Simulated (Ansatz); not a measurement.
Ligand exchange: C2H2 + SiH(NH2)(SiH3)2 → C2H4Si + SiH2(NH2)(SiH3)

Species: C2H2 (acetylene) `C#C`, singlet; SiH(NH2)(SiH3)2, singlet; C2H4Si (ethynylsilane) `C#C[SiH3]`, singlet; SiH2(NH2)(SiH3), singlet. The partners trade H for SiH3: C–H and Si–SiH3 bonds give way to C–SiH3 and Si–H.

Shapes, held fixed at every level: PBE0-D4/def2-TZVP. Flexible molecules stand in one conformer, not always the lowest. Programs: Ansatz 0.2.0. Electronic energies: no zero-point or thermal term.

| level | kind | ΔE (kJ/mol) | less CCSD(T)/CBS estimate | CPU time (sum over the molecules) |
| --- | --- | --- | --- | --- |
| r2SCAN0-D4/def2-TZVPP | global hybrid | -31.1 | +1.9 | 27 s |
| wB97X-V/def2-TZVPP | range-separated hybrid | -31.7 | +1.3 | 48 s |
| B2PLYP/def2-TZVPP | double hybrid | -39.9 | -6.9 | 37 s |
| CCSD(T)/def2-SVP | coupled cluster or CI | -33.5 | -0.5 | 16 s |
| CCSD/def2-SVP | coupled cluster or CI | -34.2 | -1.2 | – |
| CCSD(T)/def2-TZVPP | coupled cluster or CI | -34.4 | -1.4 | 3.1 min |
| CCSD/def2-TZVPP | coupled cluster or CI | -36.1 | -3.1 | – |
| CCSD(T)/CBS estimate | coupled cluster or CI | -33.0 | 0.0 | 4.8 min |

The highest level, CCSD(T)/CBS estimate, gives ΔE = -33.0 kJ/mol; the levels span -39.9 to -31.1. The column of differences is taken from that level and isn't an error. No measured value is set beside it here. The CBS estimate extrapolates MP2 from def2-TZVPP and def2-QZVPP and adds CCSD(T) − MP2 in the triple-zeta set, cores frozen. Times are processor times on shared x86 and Arm servers, and rough.
